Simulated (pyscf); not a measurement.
Optimised with ωB97X-D3(BJ)/def2-SVP in PySCF. Correlated levels are frozen-core, on RHF or UHF. ΔMP2 is the change of the MP2 total energy from the triple- to the quadruple-zeta basis.

H₃Ge–BiH₂ (SMILES [GeH3][BiH2]) → BiH₃ (SMILES [BiH3]) + GeH₂ (SMILES [GeH2]) [singlet]
Surface: singlet. Broken: Bi–Ge, Ge–H. Formed: Bi–H. Give ΔE‡ and ΔE from CCSD(T)/def2-TZVPP + ΔMP2(QZVPP), relative to the reactant's lowest minimum found.

ΔE‡ = 1.84 eV, ΔE = +2.36 eV. Zero-point energy shifts the barrier by -0.10 eV. It is a 1,1-elimination, with an imaginary mode of 325i cm⁻¹. On the product side the descent ends in an adduct with a Bi–Ge, Ge–H contact, 0.73 eV under the separated species and 0.02 eV under the saddle at ωB97X-D3(BJ)/def2-TZVP. At CCSD(T) the saddle lies under the separated products, which points to a path from their complex (located at ωB97X-D3(BJ) alone), and parting the products costs more than the saddle. What is counted as broken (Bi–Ge, Ge–H) persists as a longer contact in the product adduct; parting that adduct is a step of its own. At ωB97X-D3(BJ) the barrier from the zero used here is 1.96 eV. One saddle was located; it need not be the lowest between these sides. The CCSD(T) − MP2 part came from Ansatz, without density fitting, on the same reference. The frozen core leaves the outer d or s,p core shells of the metals and heavy elements correlated in the MP2 and CC values, and def2-TZVPP describes them poorly, which can shift differences by a few kcal/mol. Elements up to Kr have no core potential and no relativistic terms here. Elements past Kr carry the def2 core potentials, without spin-orbit coupling.
